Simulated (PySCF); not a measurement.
Start geometry of `C1[SiH2]O[SiH2]C=1` from a GFN2-xTB structure with every atom displaced at random (by about 0.01 Å) (Å):
```
atom  x, y, z in Å
C1    -0.8158    0.9579    0.2760
C2     0.4195    1.2432   -0.0765
Si3    1.4284   -0.3043   -0.4323
O4     0.2902   -1.3899   -0.1346
Si5   -1.2351   -0.8706    0.3027
H6    -1.5485    1.7735    0.5000
H7     0.8111    2.2583   -0.1429
H8     1.8667   -0.4510   -1.8226
H9     2.5126   -0.5450    0.5608
H10   -2.1780   -1.3027   -0.7011
H11   -1.5131   -1.3953    1.6547
```

Problem. What comes out of this run: PBE0-D3(BJ)/def2-SVP geometry optimisation, gas phase (PySCF)?

Solution. 
```
atom  x, y, z in Å
C1    -1.3284    1.1198    0.1435
C2    -0.0578    1.3952   -0.2180
Si3    0.9667   -0.1447   -0.5600
O4    -0.1955   -1.3134   -0.2518
Si5   -1.6997   -0.7236    0.1969
H6    -2.0395    1.9230    0.3754
H7     0.2994    2.4306   -0.2898
H8     1.4525   -0.2292   -1.9685
H9     2.1338   -0.2935    0.3579
H10   -2.7506   -1.1434   -0.7759
H11   -2.0838   -1.2102    1.5544
```

The energy falls by 25.5 kJ/mol over 6 energy and gradient evaluations, the largest force component goes from 0.0514 to 1.6e-04 Eh/bohr, and the atoms move by 0.073 Å rms after alignment. The bond that changes most is Si3–O4 (oxygen-bound silicon to siloxane oxygen), which lengthens by 0.076 Å. Bonds longer at the end by more than 0.005 Å: 8 of 11; shorter: 1. Among the angles that change most is H10–Si5–H11, from 114.0° to 108.7°. Rotational constants go from 5446, 3385, 2198 to 5284, 3319, 2141 MHz. The orientation of the end geometry is arbitrary; only internal coordinates are fixed.

The run used 108 basis functions and 38 SCF cycles in all. Run on Arm Neoverse V1, one thread, no GPU (shared host).

Stationary, but not proved a minimum.
